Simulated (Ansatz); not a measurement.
System: NaO, net charge 0, doublet state. 
Coordinates optimised at B3LYP-D3(BJ)/def2-TZVP (Ansatz, a quantum-chemistry and plane-wave program):
```
Na
O 1 2.0519
```
Charge 0, spin multiplicity 2.

Basis-set convergence of Hartree-Fock and MP2 correlation energies (hartree) with Ansatz. Cores are frozen in the correlated levels unless marked. UHF or UKS for open shells. Spin-orbit coupling is left out. Non-relativistic.

```csv
basis,functions,E(HF),"E(corr, MP2)"
def2-SVP,29,-236.53958,-0.15200
def2-TZVPP,63,-236.69876,-0.20485
def2-QZVPP,115,-236.70995,-0.22533
```

Extrapolating the two largest sets (X = 3 and 4) as X^-3: E(corr) = (64·(-0.22533) - 27·(-0.20485))/37 = -0.2403 Eh, an estimate of the basis-set limit. The largest set recovers 93.8 % of it, the smallest 63.3 %.
